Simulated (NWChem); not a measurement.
System: AlBrCl₂; SMILES [Cl][Al]([Cl])[Br]

The following NWChem deck was run.

```
start job
memory heap 200 mb stack 900 mb global 1100 mb
geometry units angstroms noautosym nocenter noautoz
  Al     0.000000     0.000000    -0.511907
  Cl     0.000000     1.804240    -1.568205
  Cl     0.000000    -1.804240    -1.568205
  Br     0.000000     0.000000     1.731533
end
basis spherical
  Al library aug-cc-pvdz
  Cl library aug-cc-pvdz
  Br library aug-cc-pvdz
end
dft
  xc b3lyp
  iterations 150
end
property
  response 1 0.0773
end
task dft property
```

Coordinates come from a B3LYP/6-31G* (spherical d) optimisation. B3LYP is NWChem's, with the RPA form of VWN correlation.

Field at 589 nm.

What results follow from this input? (B3LYP/aug-cc-pVDZ.) Quantities: isotropic polarisability (bohr³); anisotropy (bohr³).


```json
{
  "isotropic polarisability (bohr³)": "74.2",
  "anisotropy (bohr³)": "27.4"
}
```
